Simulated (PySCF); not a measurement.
CH8P2Si.
Atom-mapped SMILES: `[CH3:1][SiH:2]([PH2:3])[PH2:4]` (hydrogens: H5, H6, H7 on C1; H8 on Si2; H9, H10 on P3; H11, H12 on P4)

Geometry (PBE0-D3(BJ)/def2-SVP, Å), atoms numbered from 1 in this order:
```
atom  x, y, z in Å
C1    -0.2901    1.5704    0.3629
Si2    0.0300   -0.2761    0.2177
P3     1.4982   -0.6328   -1.4772
P4    -1.8060   -1.4917   -0.3335
H5    -1.0359    1.7732    1.1471
H6     0.6341    2.1120    0.6203
H7    -0.6712    1.9715   -0.5888
H8     0.5266   -0.8158    1.5232
H9     2.6197   -0.1219   -0.7500
H10    1.7532   -1.9880   -1.1024
H11   -2.1919   -0.5857   -1.3714
H12   -2.6359   -0.8629    0.6486
```

Method used: PBE0-D3(BJ)/def2-SVP geometry optimisation, gas phase in PySCF 2.14.0.

Masses are those of the commonest isotopes; rigid-rotor values at the optimised geometry. The values belong to one conformer with, in the numbering `[CH3:1][SiH:2]([PH2:3])[PH2:4]`, C1–Si2–P3–H 73° and 167°, C1–Si2–P4–H 46° and -48°.

Question: What are A, B and C (cm⁻¹)?

Answer: Ia = 139.66, Ib = 241.40, Ic = 343.72 u·Å²; 505379 MHz·u·Å²/I gives 3619, 2094 and 1470 MHz, that is A = 0.12071, B = 0.06983, C = 0.04905 cm⁻¹.

Question: What kind of rotor is it?

Answer: An asymmetric top; Ray's κ = -0.420.

Question: What does the inertial defect say?

Answer: Not planar: Δ = Ic − Ia − Ib = -37.34 u·Å². For a rigid frame Δ = −2 Σ m c², so Σ m c² = 18.67 u·Å² lies off the ab plane: 9.39 from hydrogen and 9.28 from heavier atoms. The atom farthest from that plane is 1.95 Å away.

Question: Give the other two planar moments, Paa and Pbb, and the rms extents of the mass along the axes.

Answer: Paa = Σ m a² = (Ib + Ic − Ia)/2 = 222.73 and Pbb = Σ m b² = (Ia + Ic − Ib)/2 = 120.98 u·Å². With the mass M = 109.99 u, the rms extents √(P/M) along a, b and c are 1.42, 1.05, 0.41 Å.

Question: List the rotational levels J(Ka,Kc) to J = 2 (MHz).

Answer: Above 0(0,0):
J = 1: 1(0,1) 3564, 1(1,1) 5089, 1(1,0) 5712
J = 2: 2(0,2) 10536, 2(1,2) 11594, 2(1,1) 13463, 2(2,1) 18039, 2(2,0) 18194
The levels of one J sum to (2J + 1)J(J + 1)(A + B + C)/3.

Question: Which types of transition are allowed, and where do some lines up to J = 5 fall?

Answer: The dipole components are |μa| = 0.07 D, |μb| = 1.75 D, |μc| = 0.22 D. Intensities carry the squares of the components, which stand as 0.00 : 1.00 : 0.02 (a : b : c). Some lines, for components of 0.1 D or more:

| type | branch | J(Ka,Kc) | MHz | lower level (cm⁻¹) |
| --- | --- | --- | --- | --- |
| b | R | 5(3,2) ← 4(4,1) | 6126 | 2.173 |
| b | Q | 5(3,2) ← 5(2,3) | 7192 | 2.138 |
| b | R | 4(1,3) ← 3(2,2) | 11355 | 0.958 |
| b | R | 4(1,4) ← 3(0,3) | 13361 | 0.689 |
| c | R | 4(2,2) ← 3(1,2) | 19789 | 0.833 |
| b | R | 3(3,0) ← 2(2,1) | 19988 | 0.602 |
| b | R | 5(2,4) ← 4(1,3) | 20254 | 1.337 |
| b | R | 4(3,1) ← 3(2,2) | 23946 | 0.958 |
| c | R | 5(2,3) ← 4(1,3) | 23999 | 1.337 |
| b | R | 5(3,3) ← 4(2,2) | 25885 | 1.493 |
| c | R | 5(2,4) ← 4(1,4) | 26317 | 1.135 |
| b | R | 5(2,3) ← 4(1,4) | 30061 | 1.135 |
| c | R | 5(5,1) ← 4(4,1) | 34378 | 2.173 |

No frequency check. No vibrational averaging or centrifugal distortion is included, and the geometry carries the error of its method. A rigid rotor knows nothing of internal rotation, which can split or shift real lines.

Hardware: an Arm Neoverse V2 with one thread, shared host. Cost: 32 s of wall time. This is the geometry optimisation.
